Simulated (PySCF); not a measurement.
Gas-phase equilibrium of 1 mol GeCl4, 2.9 mol H2 at 600 K and 0.100 bar, among 17 species (GeH4, Ge2H6, GeH3Cl, HCl, GeCl3, H, H2, Ge3H8, GeHCl3, GeH3, GeCl4, Cl, Cl2, GeCl2, GeHCl, GeH2, GeH2Cl2). Only gases are allowed; each row takes one source of thermochemistry for all species, and Cantera finds the minimum.

Method: PySCF energies plus ideal-gas RRHO corrections (1 bar). † marks an energy on the PBE0/def2-TZVP geometry and frequencies; other levels use their own. 6-31G* has spherical d functions here. Open shells (unrestricted) among the columns below: GeCl3 (multiplicity 2); the rest are closed-shell singlets. B3LYP is the form with VWN-RPA correlation. Ge: all electrons, no relativistic terms. GeCl3: computed as isolated molecules; such fragments, hydroxides, amides, oligomers or adducts are transient or little studied in the gas. The harmonic model lacks anharmonicity and excited electronic states, which grow with temperature; levels with a mode under 35 cm⁻¹ are left out.

Molecules larger than those listed are left out, and so are free Ge atoms, whose spin-orbit terms are large.

With B3LYP/6-31G* thermochemistry: H2 0.52, HCl 0.26, GeCl4 0.095, GeCl2 0.13, GeHCl3 0.00045, GeH2Cl2 1.0e-7, GeCl3 7.9e-8.

### Question
How far does the composition move with the other sources (HF/6-31G*, M06-2X/def2-TZVP†, PBE/def2-SVP, PBE0/def2-QZVP†, r2SCAN/def2-TZVP†)?

### Answer
```csv
thermochemistry,x H2,x HCl,x GeCl4,x GeCl2,x GeHCl3,x GeH2Cl2,x GeCl3
B3LYP/6-31G*,0.52,0.26,0.095,0.13,0.00045,1.0e-7,7.9e-8
HF/6-31G*,0.62,0.14,0.15,0.039,0.057,0.00091,1.5e-6
M06-2X/def2-TZVP†,0.73,0.011,0.25,0.0035,0.0037,3.0e-6,2.9e-8
PBE/def2-SVP,0.62,0.14,0.17,0.069,0.0029,3.0e-6,1.1e-7
PBE0/def2-QZVP†,0.61,0.15,0.16,0.066,0.014,6.8e-5,7.1e-8
r2SCAN/def2-TZVP†,0.72,0.031,0.23,0.012,0.0067,1.1e-5,1.0e-7
```
The most sensitive of these is GeH2Cl2: it spans a factor of 10^3.9 over these rows; at this temperature one factor of ten is RT ln 10 = 11 kJ/mol.
